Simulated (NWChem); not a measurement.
# Basis-set convergence for HBCl2O

```xyz
5

B     -0.3426     0.1272     0.0000
Cl     1.0783     1.1948     0.0000
Cl    -0.1302    -1.6203     0.0000
O     -1.5993     0.6246     0.0000
H     -1.6106     1.6001     0.0000
```
Charge 0, spin multiplicity 1.

Everything below was run with NWChem. All single points use one geometry, from PBE/def2-SVP, a minimum by its harmonic frequencies. It is one conformer; others weren't searched.

Quantity: LUMO energy at the level PBE0.

The Pople sets run with spherical d functions. The structure started from a generated list of species.

| basis | functions | LUMO energy (eV) |
|---|---|---|
| 3-21G | 46 | ___ |
| 6-31G* | 66 | ___ |
| 6-31+G* | 82 | -0.51 |
| 6-311G** | 94 | -0.44 |
| def2-SVPD | 105 | ___ |
| aug-cc-pVDZ | 109 | -0.55 |
| 6-311++G** | 111 | -0.55 |
| def2-TZVPD | 178 | -0.60 |
| aug-cc-pVTZ | 215 | -0.56 |
| cc-pVQZ | 258 | -0.50 |

**Question.** What belongs in the gaps?

**Answer.** 
- 3-21G, LUMO energy (eV): -0.42
- 6-31G*, LUMO energy (eV): -0.27
- def2-SVPD, LUMO energy (eV): -0.64
